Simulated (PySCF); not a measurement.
## Dipole moment and polarisability of `S[C@]12[C@H]3[C@@H]4C5[C@H]3[C@H]1[C@@H]5[C@@H]42`

C₈H₈S.
Geometry (PBE0-D3(BJ)/def2-SVP, Å), atoms numbered from 1 in this order:
```
atom  x, y, z in Å
S1     2.6963   -0.5850   -0.8863
C2     1.0584   -0.1566   -0.3388
C3     0.3759    1.2467   -0.3984
C4    -0.8725    0.5981   -1.0694
C5    -1.4969    0.3455    0.3368
C6    -0.2448    0.9871    1.0082
C7     0.4382   -0.4130    1.0710
C8    -0.8104   -1.0534    0.3926
C9    -0.1899   -0.8015   -1.0143
H10    3.3634    0.2036   -0.0135
H11    0.8747    2.1675   -0.7252
H12   -1.4058    1.0044   -1.9381
H13   -2.5386    0.5511    0.6136
H14   -0.2666    1.7139    1.8303
H15    0.9879   -0.8267    1.9255
H16   -1.2933   -1.9862    0.7098
H17   -0.1470   -1.5270   -1.8361
```

Level: B3LYP/def2-SVPD (PySCF), static field, nuclei fixed, core orbitals frozen in the response. The polarisability tensor in these axes (au):

```
x   112.47  -3.88  -5.23
y    -3.88  91.20   0.82
z    -5.23   0.82  91.73
```

Task: Give the principal values, the mean and the anisotropy Δα = √{½[(α1 − α2)² + (α2 − α3)² + (α1 − α3)²]}.

Result: Principal values 90.40, 90.60 and 114.39 au; mean 98.47 au = 14.59 Å³ = 16.23 × 10⁻⁴⁰ C²·m²/J; Δα = 23.89 au (24 % of the mean).

Task: What is the dipole moment, and where does it point?

Result: (-1.27, 0.77, 0.92) D, 1.75 D in size, pointing from the negative to the positive side. Measured along this direction, the outermost atoms are S1 at the negative end and H13 at the positive end.

Task: Find the Langevin capture rate constant for H3O+ (19.018 u) meeting this molecule (136.035 u), k = 2.342 × 10⁻⁹ cm³/s × √(α in Å³ / reduced mass in u).

Result: The reduced mass is 16.69 u, so k = 2.19 × 10⁻⁹ cm³/s. The formula leaves out the permanent dipole, which adds to the capture rate.

Task: What depolarisation ratio follows for Rayleigh scattering of linearly polarised light, taking the static tensor?

Result: ρ = 3Δα²/(45ᾱ² + 4Δα²) = 1711.9/(436304 + 2282.5) = 0.0039.

Task: What molar refraction does this α imply?

Result: Lorentz–Lorenz: R = (4π/3)N_A α = 2.5225 cm³/(mol·Å³) × 14.59 Å³ = 36.8 cm³/mol, in the limit of long wavelengths.

Geometry: PBE0-D3(BJ)/def2-SVP, one conformer, isolated molecule.

The run behind these numbers computed excited states and ΔSCF ions as well. On an x86-64 server with one thread, shared host, this took 3.3 min of wall time.
